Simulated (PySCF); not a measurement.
C5H8ClF3Si.
SMILES with atom numbers: `[F:1][C:2]([F:3])([F:4])[Si@@H:5]1[CH2:6][CH2:7][C@@H:8]([Cl:9])[CH2:10]1`

Cartesian coordinates in Å at the GFN2-xTB level; atoms count from 1:
```
atom  x, y, z in Å
F1     3.294    0.763   -0.380
C2     2.481   -0.111    0.245
F3     2.346    0.340    1.509
F4     3.170   -1.266    0.329
Si5    0.774   -0.313   -0.679
C6    -0.236    1.298   -0.576
C7    -1.430    0.947    0.326
C8    -1.731   -0.539    0.191
Cl9   -2.305   -0.854   -1.476
C10   -0.437   -1.315    0.391
H11    1.108   -0.843   -1.998
H12   -0.594    1.579   -1.565
H13    0.304    2.156   -0.179
H14   -1.178    1.140    1.370
H15   -2.306    1.545    0.074
H16   -2.534   -0.863    0.855
H17   -0.173   -1.302    1.451
H18   -0.560   -2.355    0.098
```

NICS = −σ at a ghost point: NICS(0) at the centroid of the ring atoms, NICS(1) 1 Å to either side along the normal of their mean plane, zz for the tensor component along that normal. Level: GIAO PBE0/pcSseg-1 (PySCF, non-relativistic, gas phase) on the GFN2-xTB geometry, one conformer.

Ring bond lengths (Å), with Mayer bond orders in brackets: Si5–C6 1.904 (0.92), C6–C7 1.537 (1.02), C7–C8 1.522 (0.98), C8–C10 1.522 (0.98), C10–Si5 1.902 (0.91).

Problem. What do the NICS probes read (ppm)?

Solution. 
| ring | type | NICS(0) | NICS(1), two faces | NICS(1)zz, two faces | rms pucker (Å) | centre to ring atoms, mean (Å) |
| --- | --- | --- | --- | --- | --- | --- |
| Si5–C6–C7–C8–C10 | 5-membered ring with Si; formal bonds all single | -5.1 | -6.5 / -3.6 | -11.1 / -3.3 | 0.20 | 1.39 |

Problem. What can be read from them?

Solution. 
- Si5–C6–C7–C8–C10: mean NICS(1)zz -7.2 ppm, shielded. Si5, C6, C7, C8, C10 have four or more neighbours, so the value isn't read as a sign of a π ring current. The two faces differ by 7.8 ppm, so no symmetry operation interchanges them.

Problem. Give the inner angles of the rings and the Hirshfeld charges of the ring atoms.

Solution. 
- Si5–C6–C7–C8–C10: Si5 94.4° (+0.341 e), C6 104.5° (-0.163 e), C7 108.9° (-0.074 e), C8 108.6° (+0.014 e), C10 101.4° (-0.168 e); sum 517.9° against 540° for a flat convex ring.

Problem. What are the shieldings of the ring atoms and their hydrogens in the same run (means over atoms taken as equivalent)?

Solution. 
| atoms | environment | σ isotropic (ppm) |
| --- | --- | --- |
| Si5 | SiH silicon | 354.2 |
| C6 | sp3 carbon bound to silicon | 180.6 |
| C7 | ring CH2 carbon | 147.6 |
| C8 | sp3 C–Cl carbon | 117.7 |
| C10 | sp3 carbon bound to silicon | 161.7 |
| H11 | Si–H hydrogen | 26.95 |
| H12 | methylene hydrogen | 30.18 |
| H13 | methylene hydrogen | 30.54 |
| H14 | methylene hydrogen | 29.95 |
| H15 | methylene hydrogen | 29.33 |
| H16 | methine hydrogen | 27.00 |
| H17 | methylene hydrogen | 30.53 |
| H18 | methylene hydrogen | 30.09 |
